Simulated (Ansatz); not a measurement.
Isolated molecules relaxed with PBE0-D4/def2-TZVP in Ansatz; ΔE leaves out vibrations. CBS: MP2 limit from def2 TZ/QZ plus the TZ coupled-cluster correction, frozen cores. Functionals use def2-TZVPP. HSE06 is defined as in plane-wave codes. def2 core potentials past Kr. For Br, Sb, Ti outer-core shells are correlated without core-valence functions, which leaves a few kJ/mol of doubt a bond. Scalar relativity is left out up to krypton. One conformer a species, not always the lowest.

`[OH][Sb]([F])[F]` + `[F][Ti]([F])([F])[Br]` → `[F][Sb]([F])[F]` + `[OH][Ti]([F])([F])[Br]`  (redistribution)

Task: Is it downhill or uphill in electronic energy at CCSD(T)/CBS, and by how much? (An estimate is asked.)

Result: Computed: Uphill: ΔE = +0.06 eV.

Task: What do these levels give: r2SCAN0-D4, HSE06-D4, ωB97X-V, PBE-QIDH, PBE, BLYP, r2SCANh, MP2/def2-SVP, CCSD(T)/def2-SVP, HF/def2-TZVPP, CCSD(T)/def2-TZVPP, CCSD/CBS(def2)? (Best estimate.)

Result: The calculation gave: r2SCAN0-D4 0.12, HSE06-D4 0.13, ωB97X-V 0.13, PBE-QIDH 0.13, PBE 0.14, BLYP 0.11, r2SCANh 0.13, MP2/def2-SVP 0.08, CCSD(T)/def2-SVP 0.08, HF/def2-TZVPP 0.10, CCSD(T)/def2-TZVPP 0.13, CCSD/CBS(def2) 0.06 eV.

Task: What do rigid-rotor, harmonic-oscillator terms from PBE0-D4/def2-TZVP frequencies (298.15 K, 1 bar) make of the CCSD(T)/CBS value? (Best estimate.)

Result: Ansatz gave: ΔZPE = -0.03 eV, ΔH = +0.05 eV, ΔS = 7 J/(mol·K), ΔG = +0.02 eV.

Largest T1 diagnostic among the species: 0.022, so the coupled-cluster value is less sure than usual.

Leaving LDA and LC-ωPBE aside and taking each functional with its dispersion term where it has one, the values, not all of them listed here, spread over 0.05 eV, from BHLYP-D4 to revPBE-D4.
